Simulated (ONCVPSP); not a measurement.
Reading a pseudo-wave (Ne (Z = 10))

Columns: radius, all-electron u(r) and pseudo u(r) of the 1s shell (level -828.31 eV) of neon in the configuration 1s2 2s2 2p6; PBEsol, scalar-relativistic, ONCV scheme, ONCVPSP 4.0.1.

```json
{"r (bohr)": "0.038", "all-electron": "1.5775", "pseudo": "1.0237"}
{"r (bohr)": "0.075", "all-electron": "2.1620", "pseudo": "1.8020"}
{"r (bohr)": "0.113", "all-electron": "2.2523", "pseudo": "2.2437"}
{"r (bohr)": "0.150", "all-electron": "2.0919", "pseudo": "2.3033"}
{"r (bohr)": "0.188", "all-electron": "1.8249", "pseudo": "2.0867"}
{"r (bohr)": "0.225", "all-electron": "1.5390", "pseudo": "1.7359"}
{"r (bohr)": "0.263", "all-electron": "1.2593", "pseudo": "1.3612"}
{"r (bohr)": "0.300", "all-electron": "1.0179", "pseudo": "1.0533"}
{"r (bohr)": "0.338", "all-electron": "0.8070", "pseudo": "0.8125"}
{"r (bohr)": "0.375", "all-electron": "0.6375", "pseudo": "0.6372"}
{"r (bohr)": "0.413", "all-electron": "0.4965", "pseudo": "0.4960"}
{"r (bohr)": "0.450", "all-electron": "0.3863", "pseudo": "0.3859"}
{"r (bohr)": "0.488", "all-electron": "0.2974", "pseudo": "0.2971"}
{"r (bohr)": "0.525", "all-electron": "0.2294", "pseudo": "0.2292"}
{"r (bohr)": "0.563", "all-electron": "0.1750", "pseudo": "0.1748"}
{"r (bohr)": "0.600", "all-electron": "0.1340", "pseudo": "0.1339"}
{"r (bohr)": "0.638", "all-electron": "0.1018", "pseudo": "0.1016"}
{"r (bohr)": "0.675", "all-electron": "0.0776", "pseudo": "0.0775"}
{"r (bohr)": "0.713", "all-electron": "0.0586", "pseudo": "0.0586"}
{"r (bohr)": "0.750", "all-electron": "0.0446", "pseudo": "0.0445"}
{"r (bohr)": "0.788", "all-electron": "0.0336", "pseudo": "0.0335"}
{"r (bohr)": "0.825", "all-electron": "0.0254", "pseudo": "0.0254"}
{"r (bohr)": "0.863", "all-electron": "0.0191", "pseudo": "0.0191"}
{"r (bohr)": "0.900", "all-electron": "0.0145", "pseudo": "0.0144"}
{"r (bohr)": "0.938", "all-electron": "0.0108", "pseudo": "0.0108"}
{"r (bohr)": "0.975", "all-electron": "0.0082", "pseudo": "0.0082"}
```

Question: How many radial nodes do the two functions have?

Answer: The all-electron 1s function has n − l − 1 = 0; the pseudo-wave has 0.

Question: At about which radius was the pseudo-wave matched?

Answer: 0.40 bohr, where the columns begin to agree (steps of 0.04 bohr).

Question: Is the pseudo-wave norm-conserving?

Answer: Yes: the ONCV scheme keeps the norm inside the radius equal to the all-electron one, which fixes the energy derivative of the logarithmic derivative at the level.
